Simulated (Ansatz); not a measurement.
`CBC[SeH]`. The species carries charge 0 and has multiplicity 1.

```tsv
atom	x (Å)	y (Å)	z (Å)
C1	-0.810	0.831	-1.069
B2	-0.495	-0.019	0.216
C3	0.608	-1.112	0.227
Se4	1.680	0.370	1.017
H5	-0.009	0.833	-1.814
H6	-1.691	0.385	-1.551
H7	-1.077	1.866	-0.844
H8	-1.195	0.063	1.188
H9	1.110	-1.376	-0.702
H10	0.597	-1.941	0.928
H11	1.282	0.101	2.404
```

Task: List the harmonic frequencies (cm⁻¹, unscaled) at PBE0-D4/def2-TZVP in Ansatz. (Estimate.)

Result: Computed: 127, 175, 273, 304, 345, 546, 710, 729, 764, 812, 903, 988, 1021, 1063, 1077, 1230, 1333, 1446, 1452, 1467, 2454, 2581, 3023, 3088, 3121, 3124, 3203.

Task: Is this a minimum?

Result: Yes, all 27 modes are real.

Task: Give the ideal-gas thermochemistry at 298.15 K and 1 bar (rigid rotor, harmonic oscillator; point group C1, symmetry number 1).

Result: Zero-point energy 223.5 kJ/mol; H(298) − E = 242.1 kJ/mol; entropy 326.4 J/(mol·K), of which translation 168.7, rotation 109.0, vibration 48.8; G(298) − E = 144.8 kJ/mol.
